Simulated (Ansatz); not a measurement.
Reaction (ligand exchange at the Sn–O bond): `[OH][Sn][Cl]` + dimethylamine → `C[N](C)[Sn][Cl]` + H₂O

Calculated with Ansatz (gas phase, PBE0-D4/def2-TZVP geometries, no zero-point term in ΔE). CCSD(T)/CBS is the MP2 limit (def2-TZVPP, def2-QZVPP) plus CCSD(T) − MP2 in def2-TZVPP, frozen cores. This one scheme is used for every species. DFT in def2-TZVPP. B3LYP here is the variant with VWN-RPA as its local correlation; programs differ in this. def2 core potentials past Kr. For Sn outer-core shells are correlated without core-valence functions, which leaves a few kJ/mol of doubt a bond. One conformer a species, not always the lowest.

```csv
level,ΔE (kcal/mol),difference from CCSD(T)/CBS
BLYP-D4,1.6,1.0
r2SCAN-D4,2.5,1.9
B3LYP-D4,2.0,1.4
r2SCAN0-D4,2.5,1.9
CAM-B3LYP-D4,3.5,2.9
ωB97X-V,4.0,3.4
B2PLYP,3.2,2.6
PBE-QIDH,1.6,1.0
PBE,3.5,2.9
B3LYP,5.3,4.7
r2SCAN0,3.1,2.5
LC-ωPBE,5.0,4.4
MP2/def2-SVP,-1.0,-1.6
CCSD/def2-TZVPP,1.9,1.3
HF/def2-QZVPP,8.3,7.7
SCS-MP2/def2-QZVPP,1.3,0.7
CCSD(T)/CBS,0.6,0
```

**Question.** What do rigid-rotor, harmonic-oscillator terms from PBE0-D4/def2-TZVP frequencies (298.15 K, 1 bar) make of the CCSD(T)/CBS value? (Best estimate.)

**Answer.** The calculation gave: ΔZPE = -1.4 kcal/mol, ΔH = +0.1 kcal/mol, ΔS = -20 J/(mol·K), ΔG = +1.5 kcal/mol.

Largest T1 diagnostic among the species: 0.017.

In def2-TZVPP, CCSD(T) changes the Hartree–Fock value by −7.5 kcal/mol (the triples alone add −1.3 kcal/mol) and MP2 by −8.8 kcal/mol. The D4 term adds −3.4 kcal/mol with B3LYP and −1.9 kcal/mol with PBE0; it sums over pairs of atoms, weighted by their polarisabilities, and B3LYP, whose exchange is more repulsive, gets the larger term. Leaving LDA and LC-ωPBE aside and taking each functional with its dispersion term where it has one, the values, not all of them listed here, spread over 3.1 kcal/mol, from revPBE-D4 to ωB97X-V. LDA lies −3.8 kcal/mol from PBE without D4.
